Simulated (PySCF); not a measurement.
**Correlation energy of Ru (ruthenium, neutral)**

[Kr] 4d7 5s1, high-spin 5F determinant. Calculation: PySCF 2.14, in x2c-SVPall (6s5p5d1f, 53 functions); scalar relativity by spin-free X2C-1e. Frozen: [Kr]; 8 electrons correlated.

MP2 pair energies summed by pair of shells (mhartree):

```json
{"pair": "4d-4d", "energy": "-119.85", "share (%)": "86.7"}
{"pair": "4d-5s", "energy": "-18.40", "share (%)": "13.3"}
```

Total MP2 correlation energy: -138.25 mhartree.

Same-spin part -62.87 and opposite-spin part -75.38 mhartree; SCS-MP2 scales them by 1/3 and 6/5 to -111.41 mhartree.
